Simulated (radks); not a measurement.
Results of a calculation; reference values are marked as such.
Trend from Zn to Hg: ionisation energy by Delta-SCF between NIST ground configurations, and size. Code: a radial shooting solver on a logarithmic mesh with Libxc functionals. Model: non-relativistic Kohn-Sham, PBE, spin-unpolarised, spherical densities, point nucleus.

Zn: configuration [Ar] 3d10 4s2; configuration of the ion [Ar] 3d10 4s1; IE (eV) 9.668; NIST (eV) 9.394; kind exp.
Cd: configuration [Kr] 4d10 5s2; configuration of the ion [Kr] 4d10 5s1; IE (eV) 8.732; NIST (eV) 8.994; kind exp.
Hg: configuration [Hg]; configuration of the ion [Xe] 4f14 5d10 6s1; IE (eV) 8.673; NIST (eV) 10.438; kind exp.

Reference values: NIST Atomic Spectra Database (measured). Relativity is left out here, which matters for elements this heavy. Spin polarisation and multiplet splitting are left out, so open shells lie too high by an amount that depends on their filling.

Beside tabulated values, note that spin-unpolarised runs miss the spin-polarisation part of the exchange energy of open shells.
